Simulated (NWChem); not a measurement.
Molecule: CH5AlFN; SMILES [F][AlH][NH]C

```xyz
9

Al     0.4465    -0.6515     0.0000
F     -0.3848    -2.0892     0.0000
H      2.0222    -0.6475     0.0000
N     -0.4929     0.8545     0.0000
C      0.0155     2.2223     0.0000
H     -1.5071     0.8229     0.0000
H     -0.3053     2.7852     0.8884
H     -0.3053     2.7852    -0.8884
H      1.1111     2.2107     0.0000
```
Atoms are numbered in this order, from 1.

Geometry: optimised at B3LYP/6-31G* (spherical d).

Symmetry labels are those of Cs in the frame above (b1 and b2, or b-type labels, depend on it). States above −ε(HOMO) = 5.7 eV lie in this functional's continuum and hang on the basis.

**Question.** List the 4 lowest vertical singlet excitations and the 4 lowest triplet ones from PBE/6-31+G* (spherical d), full TDDFT (NWChem).

**Answer.** 
| state | energy (eV) | oscillator strength | symmetry | leading excitation (squared amplitude) |
|---|---|---|---|---|
| S1 | 4.91 | 0.040 | a" | HOMO → LUMO+1 (0.99) |
| S2 | 5.15 | 0.102 | a' | HOMO → LUMO (0.97) |
| S3 | 5.42 | 0.001 | a" | HOMO → LUMO+2 (1.00) |
| S4 | 6.11 | 0.000 | a" | HOMO → LUMO+3 (1.00) |
| T1 | 4.20 | spin-forbidden | a' | HOMO → LUMO (0.99) |
| T2 | 4.55 | spin-forbidden | a" | HOMO → LUMO+1 (0.99) |
| T3 | 5.32 | spin-forbidden | a" | HOMO → LUMO+2 (1.00) |
| T4 | 6.04 | spin-forbidden | a" | HOMO → LUMO+3 (0.99) |
